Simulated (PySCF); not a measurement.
# UHF on Sb (antimony, neutral)

Configuration: [Kr] 4d10 5s2 5p3, high-spin 4S determinant. Calculation: PySCF 2.14, in x2c-QZVPPall with one added diffuse shell each of s, p, d, f type (14s10p8d5f1g, 128 functions); the spin-free X2C one-electron Hamiltonian (Gaussian nucleus).

- Total energy: -6478.038489 hartree
- One-electron energy: -8899.8492 hartree
- Hartree (Coulomb) energy: 2591.2454 hartree
- Exchange energy: -169.4348 hartree
- ⟨S²⟩: 3.7526
- ⟨L²⟩: 0.000
- Sum of ⟨r⟩: 36.79 bohr
- Sum of ⟨r²⟩: 61.54 bohr²
- Langevin diamagnetic susceptibility: -48.7 ×10⁻⁶ cm³/mol

```
shell  electrons  mean orbital energy (hartree)  rms radius, mean of both spins (bohr)
 1s α          1                    -1126.10895                                 0.0325
 1s β          1                    -1126.10451                                 0.0325
 2s α          1                     -174.84949                                  0.133
 2s β          1                     -174.84853                                  0.133
 2p α          3                     -156.80964                                  0.118
 2p β          3                     -156.80602                                  0.118
 3s α          1                      -35.77886                                  0.351
 3s β          1                      -35.77414                                  0.351
 3p α          3                      -29.73962                                  0.352
 3p β          3                      -29.73242                                  0.352
 3d α          5                      -20.49752                                  0.331
 3d β          5                      -20.49539                                  0.331
 4s α          1                       -6.48154                                  0.843
 4s β          1                       -6.46954                                  0.843
 4p α          3                       -4.54035                                  0.912
 4p β          3                       -4.52613                                  0.912
 4d α          5                       -1.61999                                   1.11
 4d β          5                       -1.60866                                   1.11
 5s α          1                       -0.73126                                   2.45
 5s β          1                       -0.50786                                   2.45
 5p α          3                       -0.33428                                   3.08
```

Densities and radii are taken from the X2C orbitals without a picture-change correction, which distorts them close to the nucleus.

Spin-orbit constants ζ (cm⁻¹) from the X2C one-electron operator on these orbitals: bare nucleus, nucleus screened by l(l+1)(2l+1)/3 electrons, and screened by the Breit-Pauli mean field of the electrons.

```tsv
shell	bare	screened nucleus	mean field
2p	1344000	1292000	n/a
3p	251500	241600	n/a
3d	37980	30530	n/a
4p	44040	42310	n/a
4d	4730	3802	n/a
5p	2941	2826	n/a
```
